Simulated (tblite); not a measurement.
Compound: C4H7F3O2P (charge -1).
Numbering: `[CH3:1][CH2:2][CH2:3][P@:4](=[O:5])([O-:6])[C:7]([F:8])([F:9])[F:10]` (hydrogens: H11, H12, H13 on C1; H14, H15 on C2; H16, H17 on C3)

Structure used (GFN2-xTB), in Å, numbered top down from 1:
```
atom  x, y, z in Å
C1    -2.556    0.781    0.449
C2    -1.410   -0.206    0.640
C3    -0.085    0.320    0.122
P4     1.148   -1.034    0.454
O5     0.911   -2.211   -0.411
O6     1.410   -1.188    1.904
C7     2.661   -0.110   -0.280
F8     3.772   -0.864   -0.184
F9     2.553    0.211   -1.590
F10    2.964    1.060    0.328
H11   -2.349    1.711    0.976
H12   -2.687    1.009   -0.608
H13   -3.490    0.370    0.831
H14   -1.630   -1.143    0.121
H15   -1.291   -0.446    1.700
H16    0.210    1.229    0.648
H17   -0.136    0.523   -0.949
```

Calculated harmonic vibrations of the isolated species, GFN2-xTB (tblite), most abundant isotopes, no scaling. This tight-binding method is rough: wavenumbers can miss measured ones by several per cent, in bad cases by 10 to 20. One conformer, not necessarily the lowest.

Harmonic wavenumbers (cm⁻¹): 38.0, 63.1, 73.9, 76.8, 129.3, 153.4, 229.3, 244.3, 258.3, 276.3, 312.6, 333.6, 459.8, 474.5, 481.3, 528.5, 655.5, 734.0, 753.8, 838.5, 944.3, 988.8, 1018.1, 1038.0, 1072.7, 1104.0, 1122.7, 1155.2, 1211.4, 1213.0, 1265.1, 1284.3, 1342.0, 1405.2, 1449.9, 1494.4, 1508.5, 1512.0, 2956.6, 2967.5, 2967.8, 2975.6, 3006.4, 3009.3, 3016.9.

A = 1856, B = 717.0, C = 652.5 MHz; mass 175.014 u (most abundant isotopes); point group Cs, symmetry number 1.

Q: What is the zero-point energy?

A: ½Σν̃ = 25072 cm⁻¹ = 299.93 kJ/mol.

Q: Entropy at 200 K, 1 bar (ideal gas, RRHO, classical rotation)?

A: Translation 164.97, rotation 121.77, vibration 108.05: S = 394.8 J/(mol K).

Q: And Cp and H(200 K) − H(0)?

A: Cp = 137.84 J/(mol K), of which vibrations give 104.59 (their classical limit is 45 R = 374.2); H(200 K) − H(0) = 18.01 kJ/mol without the zero-point energy, 11.36 from vibrations.

Q: What must be added to the electronic energy to get the Gibbs energy at 200 K and 1 bar?

A: ZPE + [H(200 K) − H(0)] − T·S = 299.93 + 18.01 − 78.96 = 238.98 kJ/mol.

Q: How do the functions run with temperature in this model?

A: 
```
 T (K)  S (J/(mol K))  Cp (J/(mol K))  H − H(0) (kJ/mol)  G − H(0) (kJ/mol)  ln q(vib)
   150          358.2           117.4              11.62             -42.10       4.42
   250          427.6           157.2              25.39             -81.52       7.84
298.15          456.9           175.5              33.40            -102.82       9.39
   400          513.6           211.4              53.15            -152.30      12.53
   600          610.3           265.2             101.19            -264.97      18.23
   900          728.0           314.1             188.76            -466.40      25.82
```

q(vib) and H(0) count from the zero-point level.

Hindered rotation and anharmonicity are outside this model. Other conformers, if any are populated, would add a mixing term that is left out.
